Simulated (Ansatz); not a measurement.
`BNC(C)F` + `N[SiH2][SiH3]` → `BN[SiH2][SiH3]` + `CC(N)F`  (ligand exchange at a B–N bond)

Computed with Ansatz on PBE0-D4/def2-TZVP structures; ΔE is electronic, products minus reactants. CCSD(T)/CBS adds triple-zeta CCSD(T) − MP2 to the extrapolated MP2 energy (def2 sets, frozen cores). This one scheme is used for every species. Functionals use def2-TZVPP. B3LYP here is the variant with VWN-RPA as its local correlation; programs differ in this. HSE06 is defined as in plane-wave codes. One conformer a species, not always the lowest.

```csv
level,ΔE (kJ/mol),difference from CCSD(T)/CBS
LDA (SPW92),1.3,2.5
PBE-D4,-1.9,-0.7
revPBE-D4,-2.6,-1.4
BLYP-D4,-2.6,-1.4
r2SCAN-D4,-1.7,-0.5
PBE0-D4,-1.2,0.0
r2SCANh-D4,-1.5,-0.3
HSE06-D4,-1.2,0.0
BHLYP-D4,-1.4,-0.2
CAM-B3LYP-D4,-0.2,1.0
ωB97X-V,-1.1,0.1
ωB97M-V,-0.9,0.3
B2PLYP,-1.4,-0.2
PBE,-1.7,-0.5
revPBE,-2.5,-1.3
BLYP,-2.0,-0.8
r2SCAN,-1.6,-0.4
PBE0,-0.9,0.3
B3LYP,-1.1,0.1
r2SCANh,-1.4,-0.2
r2SCAN0,-1.0,0.2
HSE06,-0.9,0.3
BHLYP,-0.5,0.7
CAM-B3LYP,0.1,1.3
LC-ωPBE,0.2,1.4
RPA@PBE/def2-TZVPP,-2.3,-1.1
HF/def2-SVP,-5.6,-4.4
MP2/def2-SVP,-5.3,-4.1
CCSD/def2-SVP,-5.4,-4.2
CCSD(T)/def2-SVP,-5.7,-4.5
HF/def2-TZVPP,-1.7,-0.5
MP2/def2-TZVPP,-1.3,-0.1
SCS-MP2/def2-TZVPP,-1.6,-0.4
CCSD/def2-TZVPP,-1.4,-0.2
CCSD(T)/def2-TZVPP,-1.7,-0.5
HF/def2-QZVPP,-1.4,-0.2
MP2/def2-QZVPP,-0.9,0.3
SCS-MP2/def2-QZVPP,-1.2,0.0
HF/CBS(def2),-1.3,-0.1
MP2/CBS(def2),-0.8,0.4
CCSD(T)/CBS,-1.2,0
```

Largest T1 diagnostic among the species: 0.013.

At CCSD(T), def2-SVP lies −4.5 kJ/mol from the extrapolated value and def2-TZVPP −0.5 kJ/mol. Leaving LDA and LC-ωPBE aside and taking each functional with its dispersion term where it has one, the values spread over 2.4 kJ/mol, from revPBE-D4 to CAM-B3LYP-D4. LDA lies +3.0 kJ/mol from PBE without D4.
